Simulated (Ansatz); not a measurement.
`[OH][Nb]([F])(=[S])[Cl]` + HCl → `[F][Nb](=[S])([Cl])[Cl]` + H₂O at 500 K and 1 bar (ligand exchange at the Nb–O bond).

Computed with Ansatz on PBE0-D4/def2-TZVP structures; ΔE is electronic, products minus reactants. CCSD(T)/CBS adds triple-zeta CCSD(T) − MP2 to the extrapolated MP2 energy (def2 sets, frozen cores). This one scheme is used for every species. Elements past krypton have def2 core potentials. For Nb outer-core shells are correlated without core-valence functions, which leaves a few kJ/mol of doubt a bond. Each species was taken in one conformer, which may not be the lowest.

| species | CCSD(T)/CBS energy (Eh) | H − E (kJ/mol) | S (J/(mol·K)) |
| --- | --- | --- | --- |
| `[OH][Nb]([F])(=[S])[Cl]` | -1090.26754 | 91.7 | 414.8 |
| HCl | -460.38127 | 32.5 | 201.9 |
| `[F][Nb](=[S])([Cl])[Cl]` | -1474.27673 | 57.8 | 415.0 |
| H₂O | -76.37941 | 73.2 | 206.3 |

H − E and S are ideal-gas, rigid-rotor, harmonic terms from PBE0-D4/def2-TZVP, for one conformer and one mirror image of each species. 1 Eh = 2625.50 kJ/mol, R = 8.31446 J/(mol·K).

By hand: ΔE, ΔH, ΔS and ΔG.

ΔE = (-1474.27673) + (-76.37941) − (-1090.26754) − (-460.38127) = -0.00733 Eh = -19.2 kJ/mol. Δ(H − E) = 57.8 + 73.2 − 91.7 − 32.5 = 6.8, so ΔH = -12.4 kJ/mol. ΔS = 415.0 + 206.3 − 414.8 − 201.9 = 4.6 J/(mol·K). ΔG = -12.4 − 500 × (4.6)/1000 = -14.7 kJ/mol.

By hand: the equilibrium constant, and the temperature at which ΔG would vanish if ΔH and ΔS stayed fixed.

log₁₀ K = −ΔG/(RT ln 10) = 1.5. ΔH and −TΔS have one sign here, so there is no such temperature. One of them is within its doubt of zero, so this could turn.

The number of gas molecules stays the same, so ΔS is small and ΔH decides. A doubt of 5 kJ/mol in ΔE shifts log₁₀ K by 0.5 here. Other conformers and mirror images would add mixing entropy, several J/(mol·K) or more a flexible species. These are equilibria of isolated gas molecules and say nothing of rates. Largest T1 diagnostic: 0.023 (customary marks: 0.02 for closed shells, 0.045 for open ones).
